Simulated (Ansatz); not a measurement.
C$_{7}$H$_{7}$O (SMILES COc1c[c]ccc1), doublet (typed; the unrestricted solution is spin-contaminated), geometry from GFN2-xTB; MP2/STO-3G (Ansatz, a program for electronic structure).

Here is a job for Ansatz.
Ansatz 0.2 input:
```yaml
crystal:
  periodic: [false, false, false]
  atoms:
    - {symbol: C, position_ang: [-2.71619382, -0.23922739, -0.19628036]}
    - {symbol: O, position_ang: [-1.71539726, 0.65853627, 0.21840802]}
    - {symbol: C, position_ang: [-0.41327180, 0.28001990, 0.10394132]}
    - {symbol: C, position_ang: [0.53555447, 1.22374249, 0.53624467]}
    - {symbol: C, position_ang: [1.84761222, 0.89309559, 0.44236858]}
    - {symbol: C, position_ang: [2.33454345, -0.28859707, -0.04028834]}
    - {symbol: C, position_ang: [1.38981155, -1.21596845, -0.46553379]}
    - {symbol: C, position_ang: [0.03451983, -0.93768379, -0.39531439]}
    - {symbol: H, position_ang: [-3.66172997, 0.26925835, -0.01436561]}
    - {symbol: H, position_ang: [-2.68795508, -1.16808676, 0.38276678]}
    - {symbol: H, position_ang: [-2.63033428, -0.47227146, -1.26267211]}
    - {symbol: H, position_ang: [0.18687774, 2.16797733, 0.92332803]}
    - {symbol: H, position_ang: [3.38939188, -0.50524518, -0.09496425]}
    - {symbol: H, position_ang: [1.71856499, -2.16835611, -0.85676246]}
    - {symbol: H, position_ang: [-0.66709266, -1.68385402, -0.73542069]}
basis:
  gaussian:
    orbitals: STO-3G
magnetization: {spin_polarized: true, initial_magnetization: 1}
correlation: {method: mp2}
```

It wrote (shortened):

```
Functional definition: HF
674 factors; integrals over basis functions are off by at most 3.7e-5 eV
mean field evaluation 1: about -9239.1104 eV, gradient 1.8e1 eV
mean field evaluation 2: about -9239.5119 eV, gradient 1.8e1 eV
mean field evaluation 4: about -9242.4034 eV, gradient 2.4e0 eV
mean field evaluation 8: about -9242.5069 eV, gradient 8.7e-1 eV
mean field evaluation 16: about -9243.1849 eV, gradient 1.0e-3 eV
mean field evaluation 32: about -9243.1845 eV, gradient 2.1e-1 eV
mean field evaluation 64: about -9239.4263 eV, gradient 1.4e-1 eV
mean field -9243.18485551 eV, -339.6807781842 hartree, gradient 3.5e-6 eV, S^2 1.691545; 7 other end points of the search recorded, 0 dependent functions left out
8 core orbitals not correlated
reference -9243.18485551 eV, -339.6807781842 hartree; 21, 20 occupied and 18, 19 virtual orbitals, 674 factors
second order -9.31946943 eV of doubles, -0.00000000 eV of singles
Total energy: -9252.50432494 eV, -340.0232623690 hartree
```
